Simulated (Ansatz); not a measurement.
Total energies of `[GeH2]1[GeH2][GeH2][GeH2][GeH2]1`.

```xyz
15

Ge    0.610   -1.293    1.458
Ge    1.953   -0.468   -0.401
Ge    0.577    1.168   -1.578
Ge   -1.496    1.353   -0.315
Ge   -1.686   -0.767    0.858
H     0.985   -0.527    2.741
H     0.830   -2.795    1.706
H     2.313   -1.629   -1.347
H     3.261    0.168    0.101
H     1.294    2.525   -1.691
H     0.275    0.662   -3.001
H    -2.705    1.645   -1.221
H    -1.370    2.491    0.715
H    -2.617   -0.692    2.080
H    -2.225   -1.841   -0.106
```

Charge 0, multiplicity 1. Correlated methods include outer-core shells of Ge, which these sets cover unevenly. Scalar relativity is left out up to krypton. The structure was optimised at the PBE0-D4/def2-TZVP level. Basis def2-TZVPP, Ansatz 0.2.0.

RPA on PBE orbitals: Hartree–Fock energy of these orbitals -10382.56431 Eh, correlation -2.08260 Eh (frozen core).

```csv
functional,energy without D4 (Eh),D4 term (kJ/mol)
LDA (SPW92),-10375.22073,–
BLYP,-10391.32501,-99.7
r2SCAN,-10391.04286,-11.6
B97M-V,-10389.14891,–
PBE0,-10389.77396,-42.5
B3LYP,-10391.32099,-79.6
r2SCANh,-10391.00479,-12.9
r2SCAN0,-10390.95126,-14.5
HSE06 (plane-wave form),-10389.77531,-40.9
CAM-B3LYP,-10391.67368,-45.2
LC-ωPBE,-10389.72485,–
ωB97X-V,-10390.13777,–
B2PLYP,-10389.22652,–
PBE-QIDH,-10388.13983,–
```

Give the same for PBE, revPBE, BHLYP, ωB97M-V. (Best estimate.)

Ansatz gave: 
```csv
functional,energy without D4 (Eh),D4 term (kJ/mol)
PBE,-10389.48818,-48.6
revPBE,-10390.27623,-106.8
BHLYP,-10390.97330,-77.5
ωB97M-V,-10390.47081,–
```

B3LYP takes the VWN-RPA correlation (the form of Gaussian; ORCA's B3LYP/G). HSE06 is the plane-wave form, built on full-range PBE exchange. The double hybrids freeze the cores in their second-order part.

LC-ωPBE has ω = 0.4 bohr⁻¹.
